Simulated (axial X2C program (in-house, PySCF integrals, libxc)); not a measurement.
**MgAs: cheaper levels and CCSD(T), with spin–orbit coupling**

Computed with an in-house all-electron X2C program for linear molecules (integrals from PySCF). Two-component (2c) means X2C with spin–orbit coupling and atomic mean-field two-electron Coulomb and Gaunt terms. Basis: As dyall-cv3z [9s9p6d4f1g], Mg dyall-cv3z [9s8p6d3f] (cores contracted in-house); Gaussian nuclei, density fitting, unrestricted open shells. Masses: As 74.922 u, Mg 23.985 u.

State: Ω = 3/2 (⟨Sz⟩ = 1.49, ⟨Lz⟩ = 0.01 at HF); fragments As + Mg.

| level | Re (Å) | ωe (cm⁻¹) | De (eV) |
| --- | --- | --- | --- |
| HF | 2.650 | 237.3 | 0.186 |
| MP2 | 2.633 | 260.7 | 0.448 |
| CCSD | 2.658 | 233.1 | 0.365 |

Correlated methods: 7 electrons correlated (number of frozen shells: As 3 s, 2 p, 1 d; Mg 2 s, 1 p), 277 virtual spin orbitals or spinors in MP2, 88 natural virtuals in coupled cluster.

CCSD(T), same Hamiltonian and basis:

Re = 2.656 Å, ωe = 237.7 cm⁻¹, De = 0.44 eV; T1 = 0.023 (Lee–Taylor normalisation).

Task: Give the differences from CCSD(T) in the columns below.

Result: 

```json
{"level": "HF", "ΔRe (Å)": "-0.006", "Δωe (cm⁻¹)": "-0.4", "ΔDe (eV)": "-0.25"}
{"level": "MP2", "ΔRe (Å)": "-0.023", "Δωe (cm⁻¹)": "23.0", "ΔDe (eV)": "0.01"}
{"level": "CCSD", "ΔRe (Å)": "0.002", "Δωe (cm⁻¹)": "-4.6", "ΔDe (eV)": "-0.07"}
```

One determinant describes the state; a PBE0 search over occupations chose it and may have missed a lower one. De is counted from the lowest determinant-based energies of the atoms at the same level, without counterpoise correction. CCSD and (T) use frozen natural virtuals with an MP2 correction for the truncation; (T) itself is uncorrected, so its De runs slightly low. PBE0 can misorder states that lie within some tenths of an eV, so this need not be the ground state of the molecule. The nearest other 2c determinant of the search, Ω = 1/2, lies 0.17 eV up at the distance of the search. With several unpaired electrons one determinant need not be a pure state. This is the top spin component of a Σ state; components of lower Ω are not single determinants and can lie lower. The determinant is spin-polarised beyond a pure state at some levels (its spin-free form has ⟨S²⟩ too high), which makes Re and μ there less reliable.
